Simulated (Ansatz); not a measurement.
Sn4Ge⁻. Total charge -1; doublet. Geometry r2SCAN-D4/def2-SVPD; atoms count from 1.

| atom | x (Å) | y (Å) | z (Å) |
| --- | --- | --- | --- |
| Ge1 | -0.681 | -0.874 | -0.969 |
| Sn2 | -1.496 | -0.841 | 1.536 |
| Sn3 | -0.592 | 1.721 | 0.258 |
| Sn4 | 1.441 | -0.632 | 0.949 |
| Sn5 | 1.328 | 0.626 | -1.774 |

In the def2 sets Sn takes a core potential; there is no spin–orbit coupling. The structure comes from a short search, and lower isomers may exist.

(1) Estimate the Mulliken populations from the PBE0/def2-TZVPD orbitals of Ansatz.

(2) Where does the spin sit?

(3) And the Mayer bond orders between bonded heavy atoms (over 0.3)?

Results:

(1) 
```json
{"atom": "Ge1", "charge (e)": "-0.35", "spin (α − β)": "0.18"}
{"atom": "Sn2", "charge (e)": "-0.17", "spin (α − β)": "-0.08"}
{"atom": "Sn3", "charge (e)": "-0.15", "spin (α − β)": "0.48"}
{"atom": "Sn4", "charge (e)": "-0.15", "spin (α − β)": "0.48"}
{"atom": "Sn5", "charge (e)": "-0.17", "spin (α − β)": "-0.08"}
```
Mulliken values and Mayer orders depend strongly on the basis. With diffuse functions, as here, like atoms can get unlike values, and bond orders can come out too low or too high.

(2) Summed by element: Ge 0.18, Sn 0.82, of 1 unpaired in all. Largest on single atoms: Sn3 0.48, Sn4 0.48, Ge1 0.18.

(3) Ge1–Sn2 0.85 (2.63 Å); Ge1–Sn3 0.67 (2.87 Å); Ge1–Sn4 0.67 (2.87 Å); Ge1–Sn5 0.85 (2.63 Å); Sn2–Sn3 0.69 (3.00 Å); Sn2–Sn4 0.69 (3.00 Å); Sn3–Sn4 0.51 (3.19 Å); Sn3–Sn5 0.69 (3.00 Å); Sn4–Sn5 0.69 (3.00 Å). Values over 0.3 also appear between atoms too far apart for a bond (Sn2–Sn5 0.42 at 4.59 Å); they arise where an orbital or an unpaired electron spreads over both atoms.
